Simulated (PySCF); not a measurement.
benzobisthiadiazole (C6H2N4S2), SMILES n1snc2c1cc1c(c2)N=S=N1.

Coordinates come from a B3LYP-D3(BJ)/def2-SVP optimisation.

Two levels are set side by side: PBE/def2-SVP (PySCF) and HF/def2-SVP (PySCF). Same geometry, gas phase. Differences are taken from unrounded values.

```tsv
quantity	HF	PBE	PBE minus HF
orbital gap (eV)	6.92	1.62	-5.30
highest occupied level (eV)	-8.02	-5.72	2.29
lowest empty level (eV)	-1.09	-4.10	-3.01
mean polarisability (bohr³)	135.7	127.3	-8.5
```

Without exact exchange PBE keeps part of each electron's self-repulsion, which lifts occupied levels and narrows the gap. Differences between two approximate levels are no errors against the true value.

Rough cost on one machine, each run with all the roots and properties that it gave: HF against PBE about 1/2.
